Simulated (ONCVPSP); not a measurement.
## PBEsol ONCV dataset for antimony, fully relativistic all-electron reference.

| Quantity | Value |
| --- | --- |
| Element | Sb (Z = 51) |
| Generator | ONCVPSP 4.0.1 |
| Type | optimised norm-conserving Vanderbilt (ONCV) |
| Functional | PBEsol |
| Relativity | fully relativistic |
| Frozen core | [Kr] 4d10 |
| Valence charge | 5 |
| Reference configuration | 5s2 5p2.75 (charge +0.25) |
| Partial waves | 5s: rc 1.90 bohr, ncon 3, nbas 8, qcut 3 1/bohr, 1 projector; 5p: rc 2.45 bohr, ncon 3, nbas 7, qcut 2.8 1/bohr, 2 projectors, debl 3.3 Ha |
| Local potential | polynomial inside 1.70 bohr (lpopt 5, dvloc0 8 Ha) |
| Core correction | none |

Open shells are filled in proportion to 2j + 1.

What the tests gave:

```
Cutoffs needed           : 21 Ha and 55 Ha (the cutoffs (Ha) at which the residual kinetic energy of the hardest occupied pseudo-wave falls to 1 and 0.1 mHa per electron)
Ghost test               : no bound ghost flagged; GHOST(+) flagged for p1/2 at 430.1 eV
Largest excitation error : -30 meV (all-electron minus pseudo) for 5s2 5p1, out of 4 test configurations
```

Generation and tests took about 3.7 s on one core of a shared server CPU.
